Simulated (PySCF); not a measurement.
# Electron affinity of Sb by level of theory

Sb⁻ [Kr] 4d10 5s2 5p4 (3P) → Sb [Kr] 4d10 5s2 5p3 (4S), as a difference of total energies. All numbers are calculated (PySCF 2.14, the spin-free X2C one-electron Hamiltonian (Gaussian nucleus), in aug-cc-pwCVTZ-DK3). Correlated levels: valence: [Kr] 4d10 frozen; valence and next inner shell: [Ar] 3d10 frozen. The calculations carry no spin-orbit coupling.

```tsv
method	electron affinity (eV)	plus first-order spin-orbit estimate	error of that sum (eV)
UHF	-0.053	0.096	-0.951
LDA	1.193	1.343	+0.296
PBE	0.969	1.119	+0.072
PBE0	0.900	1.050	+0.003
r2SCAN	0.926	1.076	+0.029
M06-L	0.953	1.102	+0.055
r2SCANh	0.914	1.064	+0.017
CAM-B3LYP	1.037	1.186	+0.139
MP2 (valence)	0.617	0.767	-0.280
SCS-MP2 (valence)	0.674	0.823	-0.224
MP2 (valence and next inner shell)	0.627	0.777	-0.270
SCS-MP2 (valence and next inner shell)	0.668	0.817	-0.230
```

Reference: 1.047 eV (measured; photodetachment measurements, as compiled on the Wikipedia data page of electron affinities).

A first-order spin-orbit estimate (lowest level to lowest level, LS coupling) adds 0.150 eV.

Errors of the correlated levels include the incompleteness of this basis and the frozen core.

A negative affinity means that the anion lies above the atom at that level of theory.

In the anion the highest occupied orbital energy is positive at LDA, PBE, PBE0, r2SCAN, M06-L, r2SCANh, a self-interaction effect; the basis confines that electron, and the energy difference can still be sensible.
